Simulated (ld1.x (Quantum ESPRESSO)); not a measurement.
# How hard is this Sn (Z = 50) TM potential?

| Item | Value |
| --- | --- |
| Element | tin (Sn) |
| Generator | ld1.x (Quantum ESPRESSO) 7.5 |
| Type | norm-conserving Troullier–Martins (Kleinman–Bylander form) |
| Functional | LDA (PZ) |
| Relativity | fully relativistic |
| Frozen core | [Kr] 4d10 |
| Valence charge | 4 |
| Reference configuration | 5s2 5p2 |
| Partial waves | 5s (bound): rc 2.15 bohr; 5p (bound): rc 2.10 bohr |
| Local potential | all-electron potential smoothed inside 1.85 bohr (lloc = -1) |
| Core correction | none |

Open shells are filled in proportion to 2j + 1 (rel_dist='average').

The pseudo-atom Hamiltonian at the reference potential is diagonalised in spherical Bessel functions j_l(qr) that vanish at 20 bohr, with q² up to the cutoff. All-electron valence levels (Ry): 5s -0.7942, 5p1/2 -0.3083, 5p3/2 -0.2741.

Task: How do the lowest levels (Ry) of each channel move with the cutoff, and are there ghosts?

Result:

```
cutoff (Ry)     s #1     s #2     s #3  p1/2 #1  p3/2 #1  p3/2 #2     d #1    d #2    f #1  Σ f·Δε (mRy)
          8  -0.7801  -0.0330   0.0710  -0.3035  -0.2707   0.0264   0.0097  0.0792  0.1067          37.5
         10  -0.7885  -0.0330   0.0710  -0.3058  -0.2725   0.0262  -0.0047  0.0743  0.1067          16.8
         15  -0.7961  -0.1833  -0.0307  -0.3082  -0.2737   0.0262  -0.0302  0.0691  0.1067           4.1
         18  -0.8031  -0.6677  -0.0316  -0.3082  -0.2737   0.0262  -0.0417  0.0675  0.1067          18.0
         21  -0.8873  -0.7875  -0.0317  -0.3082  -0.2739   0.0261  -0.0459  0.0670  0.1067          15.3
         25  -1.0031  -0.7931  -0.0317  -0.3084  -0.2742   0.0261  -0.0483  0.0668  0.1067           3.5
         35  -1.1036  -0.7944  -0.0317  -0.3085  -0.2743   0.0261  -0.0503  0.0665  0.1067           0.6
         40  -1.1069  -0.7945  -0.0317  -0.3085  -0.2743   0.0261  -0.0505  0.0665  0.1067           0.5
        400  -1.1072  -0.7947  -0.0317  -0.3086  -0.2744   0.0261  -0.0505  0.0665  0.1067           0.0
```

Result: ghost states, extra bound levels that the all-electron valence spectrum of the same l lacks: s at -15.1 eV, d at -0.69 eV (a true bound ghost makes a file unfit for plane-wave use); 10 mRy is reached at 25 Ry and 1 mRy at 30 Ry.

3 of 7 tests not solved or not reliable.
